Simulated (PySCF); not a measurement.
C2H4BNO2, SMILES CB(O)N=C=O.

Coordinates come from a PBE0-D3(BJ)/def2-SVP optimisation. The structure was generated by enumeration, and PubChem lists no compound with its InChIKey, so it may never have been made. The values are those of a single conformer.

The numbers are results of PySCF with PBE0-D3(BJ)/def2-SVP, not measurements.

Frequencies are harmonic and unscaled.

Computed normal modes with their intensities:
```tsv
mode	ν (cm⁻¹)	IR (km/mol)	Raman (Å⁴/amu)	depolarisation	moving atoms (share of kinetic energy)
1	29	1.1	2.5	0.75	O 42 %, N 35 %, C 13 %
2	82	0.0	0.1	0.75	H 88 %
3	96	2.3	0.7	0.75	N 56 %, O 24 %, H 14 %
4	318	4.2	1.0	0.65	H 31 %, O 27 %, C 26 %, N 12 %
5	446	7.5	0.4	0.72	O 35 %, N 28 %, C 20 %, H 10 %
6	471	9.7	0.1	0.75	B 45 %, H 42 %
7	598	89.4	1.6	0.75	H 88 %
8	603	31.2	0.9	0.75	C 71 %, O 16 %, N 13 %
9	635	23.0	0.4	0.75	C 70 %, N 15 %, O 14 %
10	661	17.0	9.2	0.08	C 35 %, O 35 %, H 18 %, B 9 %
11	849	6.8	2.3	0.16	H 61 %, C 23 %, O 11 %
12	892	55.2	0.0	–	H 46 %, B 32 %, C 18 %
13	960	189.2	3.5	0.65	H 66 %, B 16 %, O 11 %
14	1209	168.5	1.4	0.68	H 45 %, B 38 %, O 13 %
15	1315	129.2	3.4	0.71	H 56 %, C 19 %, B 15 %
16	1390	288.6	9.2	0.66	B 39 %, H 38 %, O 15 %
17	1430	5.3	15.6	0.75	H 96 %
18	1456	69.4	5.6	0.74	H 66 %, B 21 %
19	1641	140.0	40.0	0.25	N 48 %, O 30 %, B 17 %
20	2513	1620.5	5.7	0.20	C 68 %, N 21 %, O 10 %
21	3055	1.0	142.0	0.00	H 97 %
22	3145	1.9	67.9	0.75	H 91 %, C 9 %
23	3158	14.9	87.0	0.74	H 91 %, C 9 %
24	3924	96.9	105.0	0.28	H 94 %
```
